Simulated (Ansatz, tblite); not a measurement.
Removing and adding an electron: N-butylpyridinium iodide, `CCCC[n+]1ccccc1.[I-]`. Charge 0, multiplicity 1. Geometry: PBE0-D4/def2-SVP. Ansatz, gas phase; energy differences of separate SCF runs; the oxidised species was run as a doublet alone; the reduced species was run as a doublet alone.

In the def2 sets I takes a core potential; there is no spin–orbit coupling. The xTB rows come from tblite.

```csv
level,−HOMO (eV),vertical IE (eV),−LUMO (eV),vertical EA (eV),HOMO–LUMO gap (eV),IE − EA (eV),remarks
GFN1-xTB,9.12,12.23,7.93,5.18,1.19,7.05,–
GFN2-xTB,9.06,12.05,7.83,5.19,1.23,6.86,–
PBE-D4/def2-TZVP,4.65,7.18,2.74,0.48,1.91,6.69,HOMO above zero (-1 doublet)
revPBE-D4/def2-TZVP,4.58,7.17,2.65,0.50,1.92,6.67,HOMO above zero (-1 doublet)
PBE0-D4/def2-TZVP,5.47,7.12,2.02,0.59,3.45,6.53,HOMO above zero (-1 doublet)
```

Relaxing the reduced species (PBE0-D4/def2-SVP) changes its energy by -1.04 eV at PBE0-D4/def2-TZVP, so the adiabatic electron affinity to this nearest minimum is 1.63 eV. On the way the bond C6–I25 breaks. At PBE-D4/def2-TZVP it is 1.46 eV.     A HOMO above zero means that the electron is unbound at that level or that self-interaction error raises the level; the energy of removing that electron tells which. Raw xTB energy differences between charge states are shifted by several eV; the methods need an empirical correction for them. Sets without diffuse functions give affinities that are too small.
